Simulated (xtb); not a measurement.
B(Me)(OH)(NH2) (CH6BNO), SMILES CB(O)N. All values are semi-empirical tight-binding results from xtb (GFN2-xTB unless named), good for trends rather than for accurate numbers. Geometry optimised at GFN2-xTB. Other conformers were not sampled.

Optimised geometry:

```xyz
10

B      0.0485     0.0613     0.0031
C     -1.1290    -0.9729    -0.3118
H     -0.7868    -2.0038    -0.3066
H     -1.5889    -0.7838    -1.2801
H     -1.9181    -0.8925     0.4343
O     -0.0450     1.3952    -0.2769
H     -0.8686     1.6583    -0.6826
N      1.2354    -0.3665     0.6034
H      1.9795     0.2722     0.8208
H      1.4270    -1.3161     0.8615
```

* **orbital gap**: 7.05 eV
* **dipole moment**: 0.63 D
* **zero-point energy**: 50.5 kcal/mol
* **G − E(el) at 298.15 K (modified RRHO)**: 33.0 kcal/mol
* **static polarisability (D4 model)**: 41.5 bohr³
* **solvation energy, GFN2-xTB/ALPB(water)**: -5.8 kcal/mol
* **solvation energy, GFN2-xTB/ALPB(acetone)**: -7.0 kcal/mol

Computed IR lines (harmonic; lines under 4 % of the strongest left out, lines within 3 cm⁻¹ merged):
ν (cm⁻¹): 410 (w), 535 (s), 550 (m), 878 (m), 976 (m), 1238 (vs), 1372 (s), 1395 (w), 1528 (m), 3014 (w), 3024 (w), 3048 (w) (against the strongest line: vs over 80 %, s over 45 %, m over 15 %, w over 4 %, vw less)

Question: Give the atomic charges and the Wiberg bond orders between heavy atoms. (The exact figures need the calculation; the answer reports its results.)

Answer: charges (e) B1 0.36, C2 -0.20, H3 0.02, H4 0.02, H5 0.03, O6 -0.48, H7 0.29, N8 -0.35, H9 0.16, H10 0.16. Bond orders B1–C2 0.98, B1–O6 1.14, B1–N8 1.29.
